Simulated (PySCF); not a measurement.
## Property card for `CC[P+]1(N(C)C)C=C1`

Compound: C₆H₁₃NP (charge +1).
Numbering: `[CH3:1][CH2:2][P+:3]1([N:4]([CH3:5])[CH3:6])[CH:7]=[CH:8]1` (hydrogens: H9, H10, H11 on C1; H12, H13 on C2; H14, H15, H16 on C5; H17, H18, H19 on C6; H20 on C7; H21 on C8)

**PBE0-D3(BJ)/def2-SVP geometry optimisation, gas phase (PySCF)**

| Item | Value |
| --- | --- |
| Point group | C1 |
| Rotational constants A, B, C | 2.570, 1.404, 1.003 GHz |

B3LYP/def2-SVPD ground state, ΔSCF and vertical TDDFT (core frozen in the response) (PySCF):

| Item | Value |
| --- | --- |
| HOMO energy | -11.22 eV |
| LUMO energy | -5.76 eV |
| HOMO–LUMO gap | 5.46 eV |
| Lowest singlet excitation | 4.43 eV (280 nm, f = 0.004) |
| Strongest line among the 10 lowest singlet transitions | S3 at 6.48 eV (191 nm, f = 0.088) |
| Lowest triplet excitation (Tamm–Dancoff) | 4.15 eV |
| Static isotropic polarisability | 94.0 au |
| Vertical ionisation energy | 13.23 eV |
| Vertical electron affinity | 3.72 eV |
| Electronic spatial extent ⟨r²⟩ about the centre of nuclear charge | 1253 bohr² |

KT2/pcSseg-1 ground state and GIAO shieldings, non-relativistic (PySCF):

| Property | Result |
| --- | --- |
| 13C chemical shifts (computed TMS as zero) by class | 145.1 (C7/C8), 38.3 (C5/C6), 19.5 (C2), 10.1 (C1) ppm |
| 1H chemical shifts (computed TMS as zero) by class | 8.90 (H20/H21), 2.83 (H14/H15/H16/H17/H18/H19), 2.78 (H12/H13), 1.17 (H9/H10/H11) ppm |
| Isotropic shieldings of nuclei other than C and H, by class | 215 (N4), 411 (P3) ppm |

From delta-SCF UKS SCAN, pcX-2 on the ionised atom, pcseg-1 elsewhere, spin-free X2C; 2p3/2 from a spin–orbit splitting computed afterwards within the 2p shell (PySCF):

| Quantity | Value |
| --- | --- |
| Core binding energies | P2p3/2 142.9 (P3), C1s 294.9 (C1), C1s 295.6 (C2), C1s 295.8 (C7/C8), C1s 295.9 (C5/C6), N1s 409.8 (N4), P1s 2156.8 (P3) eV |

Monoisotopic mass of the ion (most abundant isotopes, electron mass counted): 130.0780 u.

With B = h/(8π²I), that is 505.379 GHz u Å² over I, the principal moments of inertia are 196.7, 360.1 and 503.9 u Å² (most abundant isotopes). The largest Löwdin shares of the HOMO are 0.46 on N4, 0.09 on P3, 0.08 on C8 and 0.08 on C5. The vertical singlet–triplet gap S1 − T1 is 0.28 eV (TDDFT singlet less Tamm–Dancoff triplet; S1: HOMO→LUMO, weight 0.99; T1: HOMO→LUMO, weight 0.95). The rotational constants make it an asymmetric top with κ = (2B − A − C)/(A − C) = -0.49, nearer the prolate limit (−1). The principal polarisabilities are 76.8, 97.4 and 107.8 au; their mean is the isotropic value. S1 lies 1.03 eV below the HOMO–LUMO gap; its leading configuration is HOMO→LUMO, weight 0.99.

 NMR classes are plain means over equivalent atoms (diastereotopic ones count apart unless rotation or inversion swaps them), as if these changed places fast; in this geometry the members of some classes differ.

Conformer computed: `[CH3:1][CH2:2][P+:3]1([N:4]([CH3:5])[CH3:6])[CH:7]=[CH:8]1`: C1–C2–P3–N4 -172°, C2–P3–N4–C5 -30°.

One conformer stands for the species.
